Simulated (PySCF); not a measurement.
Compound: C₆H₁₁PS.
Atom-mapped SMILES: `[CH3:1][C:2]1=[CH:3][CH2:4][P@:5]([CH3:6])(=[S:7])[CH2:8]1`

Probes without a nucleus sit at each ring's centroid and 1 Å off its mean plane on both sides; NICS is minus the shielding there, NICSzz its component along the normal. Level: GIAO PBE/pcSseg-1 (PySCF, non-relativistic, gas phase) on the PBE0-D3(BJ)/def2-SVP geometry, one conformer.

Ring bond lengths (Å): C2–C3 1.345, C3–C4 1.500, C4–P5 1.849, P5–C8 1.846, C8–C2 1.508.

Q: Give the NICS values of each ring in ppm.

A: 
```json
{"ring": "C2–C3–C4–P5–C8", "type": "5-membered ring with P; formal bonds 1 double, 4 single", "NICS(0)": "-2.8", "NICS(1), two faces": "-4.5 / -1.8", "NICS(1)zz, two faces": "-3.4 / 0.3", "rms pucker (Å)": "0.12", "centre to ring atoms, mean (Å)": "1.35"}
```

Q: What can be read from them?

A: 
- C2–C3–C4–P5–C8: mean NICS(1)zz -1.6 ppm, near zero. C4, P5, C8 have four or more neighbours, and the NICS criterion for π rings isn't applied. The two faces differ by 3.7 ppm, so no symmetry operation interchanges them.

Q: Give the inner angles of the rings.

A: 
- C2–C3–C4–P5–C8: C2 115.4°, C3 117.6°, C4 103.5°, P5 93.3°, C8 104.4°; sum 534.1° against 540° for a flat convex ring.

Q: What are the shieldings of the ring atoms and their hydrogens in the same run (means over atoms taken as equivalent)?

A: 
| atoms | environment | σ isotropic (ppm) | principal values of the symmetric part, first atom (ppm) |
| --- | --- | --- | --- |
| C2 | fully substituted alkene carbon | 34.6 | -71.3, 43.3, 131.8 |
| C3 | alkene CH carbon | 51.6 | -42.4, 74.2, 123.0 |
| C4 | sp3 carbon bound to phosphorus | 133.3 | 107.9, 130.5, 161.5 |
| P5 | phosphorus bonded to 3 C and S | 254.5 | 120.3, 227.3, 416.0 |
| C8 | sp3 carbon bound to phosphorus | 131.1 | 105.8, 125.6, 162.0 |
| H on C3 | vinylic hydrogen | 25.62 | 23.4, 25.8, 27.6 |
| H on C4 | methylene hydrogen | 28.56 | 25.2, 27.5, 32.9 |
| H on C4 | methylene hydrogen | 28.81 | 26.1, 27.4, 32.9 |
| H on C8 | methylene hydrogen | 29.13 | 26.5, 28.8, 32.1 |
| H on C8 | methylene hydrogen | 28.74 | 25.3, 28.4, 32.5 |

Q: How do the values depend on the level or the medium?

A: 
```json
{"level": "PBE/pcSseg-1, gas", "NICS(0), C2–C3–C4–P5–C8": "-2.8", "mean NICS(1)zz, C2–C3–C4–P5–C8": "-1.6"}
{"level": "PBE0/pcSseg-1, gas", "NICS(0), C2–C3–C4–P5–C8": "-3.1", "mean NICS(1)zz, C2–C3–C4–P5–C8": "-1.8"}
{"level": "PBE0/pcSseg-1, IEF-PCM benzene", "NICS(0), C2–C3–C4–P5–C8": "-3.2", "mean NICS(1)zz, C2–C3–C4–P5–C8": "-1.8"}
{"level": "PBE0/pcSseg-1, IEF-PCM chloroform", "NICS(0), C2–C3–C4–P5–C8": "-3.2", "mean NICS(1)zz, C2–C3–C4–P5–C8": "-1.8"}
```

The geometry is the same throughout; the continuum's cavity takes Bondi-type radii × 1.2.

On an Arm Neoverse V1 with one thread, shared host with 32 logical CPUs at a one-minute load of 16, this took 51 s of wall time and 0.84 GiB of memory at its peak. This is the whole shielding run at PBE/pcSseg-1, SCF included.
